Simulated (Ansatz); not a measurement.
Two shapes of singlet H₁₄.

Shape 1:

```xyz
14

H     2.2392   -0.6766    0.2911
H     1.7390   -1.5855    0.1358
H     0.8943   -2.1805   -0.0463
H    -0.1274   -2.3435   -0.2193
H    -1.1240   -2.0424   -0.3488
H    -1.8979   -1.3368   -0.4092
H    -2.2959   -0.3664   -0.3886
H    -2.2392    0.6766   -0.2911
H    -1.7390    1.5855   -0.1358
H    -0.8943    2.1805    0.0463
H     0.1274    2.3435    0.2193
H     1.1240    2.0424    0.3488
H     1.8979    1.3368    0.4092
H     2.2959    0.3664    0.3886
```

Shape 2:

```xyz
14

H     1.1795    1.8420   -0.6465
H     0.7055    1.5660   -1.5006
H     0.0917    0.9799   -2.0575
H    -0.5402    0.1997   -2.2069
H    -1.0651   -0.6201   -1.9191
H    -1.3790   -1.3170   -1.2513
H    -1.4198   -1.7531   -0.3356
H    -1.1795   -1.8420    0.6465
H    -0.7055   -1.5660    1.5006
H    -0.0917   -0.9799    2.0575
H     0.5402   -0.1997    2.2069
H     1.0651    0.6201    1.9191
H     1.3790    1.3170    1.2513
H     1.4198    1.7531    0.3356
```

Basis set: 6-31G* (spherical functions). All electrons are correlated. Charge 0, multiplicity 1.

Computed with Ansatz (development build ahead of 0.2.0); each method stands on the lowest determinant of its kind that the runs found.

Task: Which shape is lower in energy, and by how much in each method?

Result:

```tsv
method	E(2) − E(1) (eV)
RHF	-0.368
RHF-MP2	-0.316
```

Shape 2 is lower. Caution: stretched shape with no unrestricted run beside it, a lower state can exist. Caution for RHF-MP2: bonds are stretched, where a single reference can fail.
